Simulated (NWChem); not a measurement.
A series in which one site is exchanged, each optimised at PBE0/def2-SVP with NWChem, gas phase unless a solvent is named. Some are not confirmed as minima by frequencies. def2 effective core potentials on Cd, I; no spin-orbit coupling.

A: [F][Cd][I] (CdIF; site = I)
B: [F][CdH] (CdHF; site = H)
C: [F][Cd][Br] (CdBrF; site = Br)
D: [F][Cd][F] (CdF2; site = F)

```csv
quantity,A,B,C,D
"dipole (D), PBE0/def2-SVP",0.97,2.23,0.56,?
"orbital gap (eV), PBE0/def2-SVP",5.66,8.60,6.29,?
"static polarisability, PBE/def2-SVPD (bohr³)",67.3,31.8,52.5,?
"lowest singlet excitation, PBE/def2-SVPD, TDA (eV)",3.81,6.24,4.30,?
```

Question: Complete the blanks.

Answer: 
- dipole (D), PBE0/def2-SVP, D: 0.00
- orbital gap (eV), PBE0/def2-SVP, D: 7.48
- static polarisability, PBE/def2-SVPD (bohr³), D: 28.3
- lowest singlet excitation, PBE/def2-SVPD, TDA (eV), D: 5.07
